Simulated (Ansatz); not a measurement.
Calculated with Ansatz (gas phase, PBE0-D4/def2-TZVP geometries, no zero-point term in ΔE). CBS: MP2 limit from def2 TZ/QZ plus the TZ coupled-cluster correction, frozen cores. Functionals use def2-TZVPP. B3LYP here is the variant with VWN-RPA as its local correlation; programs differ in this. HSE06 is defined as in plane-wave codes. One conformer a species, not always the lowest.

Consider the ligand exchange at the Al–O bond: `BB[O][AlH2]` + `[SiH3]S` → `[AlH2][S][SiH3]` + `BBO`.

`BB[O][AlH2]`:

Cartesian coordinates in Å:
```
B -0.453 1.919 0.551
B -0.748 0.272 0.487
O 0.032 -0.642 -0.109
Al 0.961 -1.839 -0.842
H 0.138 2.426 1.465
H -0.892 2.678 -0.269
H -1.763 -0.122 1.033
H 2.076 -2.524 0.036
H 0.650 -2.168 -2.353
```

`[SiH3]S`:

Z-matrix (Å, degrees):
```
Si
S 1 2.137
H 1 1.485 2 111.6
H 1 1.485 2 111.6 3 -122.0
H 1 1.482 2 104.8 3 119.0
H 2 1.344 1 94.7 3 60.9
```

`[AlH2][S][SiH3]`:

```xyz
8

Al    0.933    1.019    1.232
S    -1.101    0.290    0.946
Si   -0.802   -0.771   -0.890
H     2.025    0.643    0.150
H     1.212    1.892    2.517
H    -2.114   -1.357   -1.259
H     0.195   -1.858   -0.726
H    -0.348    0.141   -1.970
```

`BBO`:

Cartesian coordinates in Å:
```
B -0.870 0.832 0.121
B 0.223 -0.429 0.052
O 1.419 -0.346 -0.584
H -1.750 0.956 -0.685
H -0.883 1.612 1.033
H -0.073 -1.472 0.599
H 1.935 -1.154 -0.535
```

Task: Is it downhill or uphill in electronic energy at CCSD(T)/CBS, and by how much? (Best estimate.)

Result: Ansatz gave: Uphill: ΔE = +10.3 kJ/mol.

Task: What do these levels give: LDA (SPW92), B3LYP-D4, PBE, revPBE, PBE0, B3LYP, HSE06, MP2/def2-SVP, CCSD/def2-SVP, CCSD(T)/def2-SVP, HF/def2-TZVPP, CCSD/CBS(def2)? (Estimate.)

Result: Computed: LDA (SPW92) 6.2, B3LYP-D4 17.7, PBE 5.3, revPBE 5.6, PBE0 4.7, B3LYP 21.7, HSE06 4.2, MP2/def2-SVP 9.5, CCSD/def2-SVP 12.7, CCSD(T)/def2-SVP 10.6, HF/def2-TZVPP 24.8, CCSD/CBS(def2) 13.4 kJ/mol.

Largest T1 diagnostic among the species: 0.014.

In def2-TZVPP, CCSD(T) changes the Hartree–Fock value by −12.7 kJ/mol (the triples alone add −3.1 kJ/mol) and MP2 by −15.0 kJ/mol. Leaving LDA and LC-ωPBE aside and taking each functional with its dispersion term where it has one, the values, not all of them listed here, spread over 19.9 kJ/mol, from HSE06-D4 to CAM-B3LYP-D4.
